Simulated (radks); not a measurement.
Values are calculated unless marked as measured or tabulated.
Problem. Valence configurations of the gallium ion Ga2+ (all share [Ar]). Level of theory: Dirac Kohn-Sham, PBE, spin-unpolarised, spherical densities, finite nucleus; open shells fill j = l - 1/2 first; Fermi nuclear charge, rms radius 3.9973 fm (a radial shooting solver on a logarithmic mesh with Libxc functionals). Order these by energy: 3d8.5 4s1 4p1.5; 3d9 4p2; 3d10 4p1; 3d9 4s2; 3d9.5 4s1.5; 3d9.5 4p1.5; 3d8 4s1 4p2; 3d9 4s1 4p1; 3d9.5 4s1 4p0.5; 3d10 4s1.

Solution. From the lowest, in eV above it: 3d10 4s1 0.000; 3d9.5 4s1.5 7.235; 3d10 4p1 8.234; 3d9.5 4s1 4p0.5 11.495; 3d9 4s2 15.907; 3d9.5 4p1.5 20.107; 3d9 4s1 4p1 24.778; 3d9 4p2 33.764; 3d8.5 4s1 4p1.5 39.947; 3d8 4s1 4p2 57.091. NIST lists [Ar] 3d10 4s1 as the ground configuration; this level of theory agrees among the configurations tried. The energies are those of spherical spin-averaged densities, not of single terms.
